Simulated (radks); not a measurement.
Problem. The lanthanum ion La4+, configuration [Kr] 4d10 5s1.5 5p5.5 (fractional occupations, a model configuration). All-electron calculation, Dirac Kohn-Sham, LDA (Slater exchange, Perdew-Wang correlation), spin-unpolarised, spherical densities, point nucleus; open shells fill j = l - 1/2 first. Program: a radial shooting solver on a logarithmic mesh with Libxc functionals. Some entries of the table are withheld. Estimate them.

orbital  occ.  eigenvalue (eV)  <r> (bohr)  <1/r> (bohr^-1)
1s1/2       2        -38718.69     0.02509            61.97
2s1/2       2        -6195.162      0.1071            14.58
2p1/2       2        -5847.464         (1)              (2)
2p3/2       4        -5434.856         (3)              (4)
3s1/2       2              (5)      0.2852            5.246
3p1/2       2        -1208.365      0.2749            5.162
3p3/2       4        -1127.981      0.2870            4.833
3d3/2       4        -869.8133      0.2579            4.699
3d5/2       6        -852.5953      0.2616            4.615
4s1/2       2        -303.9876      0.6541            2.175
4p1/2       2              (6)      0.6741              (7)
4p3/2       4              (8)      0.7014              (9)
4d3/2       4             (10)      0.7603            1.747
4d5/2       6             (11)      0.7699            1.720
5s1/2     1.5         -75.0742       1.510           0.8839
5p1/2       2         -59.4985       1.658           0.7969
5p3/2     3.5         -56.5775       1.722           0.7619

Solution. 
(1) 2p1/2 <r> (bohr): 0.08994
(2) 2p1/2 <1/r> (bohr^-1): 14.57
(3) 2p3/2 <r> (bohr): 0.09604
(4) 2p3/2 <1/r> (bohr^-1): 13.24
(5) 3s1/2 eigenvalue (eV): -1355.227
(6) 4p1/2 eigenvalue (eV): -249.9199
(7) 4p1/2 <1/r> (bohr^-1): 2.073
(8) 4p3/2 eigenvalue (eV): -232.6519
(9) 4p3/2 <1/r> (bohr^-1): 1.964
(10) 4d3/2 eigenvalue (eV): -143.8160
(11) 4d5/2 eigenvalue (eV): -140.8110
